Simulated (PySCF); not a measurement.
# Shifts of the heteroatoms

Geometry:
| atom | x (Å) | y (Å) | z (Å) |
| --- | --- | --- | --- |
| C1 | 2.159 | -0.347 | -0.032 |
| C2 | 1.918 | 1.023 | -0.174 |
| C3 | 0.635 | 1.527 | -0.186 |
| C4 | -0.411 | 0.624 | -0.054 |
| N5 | -1.762 | 0.824 | -0.033 |
| C6 | -2.388 | -0.383 | 0.117 |
| C7 | -1.465 | -1.378 | 0.195 |
| C8 | -0.183 | -0.767 | 0.089 |
| C9 | 1.126 | -1.247 | 0.100 |
| H10 | 3.180 | -0.699 | -0.026 |
| H11 | 2.757 | 1.696 | -0.275 |
| H12 | 0.450 | 2.586 | -0.296 |
| H13 | -2.222 | 1.715 | -0.113 |
| H14 | -3.460 | -0.440 | 0.156 |
| H15 | -1.662 | -2.425 | 0.313 |
| H16 | 1.319 | -2.304 | 0.209 |

One computed conformer, in vacuum, non-relativistic Hamiltonian. Shielding tensors at PBE0/pcSseg-1 (GIAO); geometry: GFN2-xTB; PySCF.

Task: Predict the ¹⁵N NMR data.

Result: 
| atoms | environment | σ (ppm) | δ (ppm) |
| --- | --- | --- | --- |
| N5 | pyrrole-type ring nitrogen | 118.4 | -257.2 |

Shieldings were converted by a linear fit to measured shifts: ¹⁵N: δ = -148.07 − 0.921σ (rms 6.3 ppm, 71 shifts vs CH3NO2, solution or neat liquid). A few per cent of atoms miss by over 2 rms, more outside the fitted compound classes.

On a 300 MHz spectrometer ¹⁵N resonates near 30.4 MHz, so 1 ppm is 30.4 Hz.
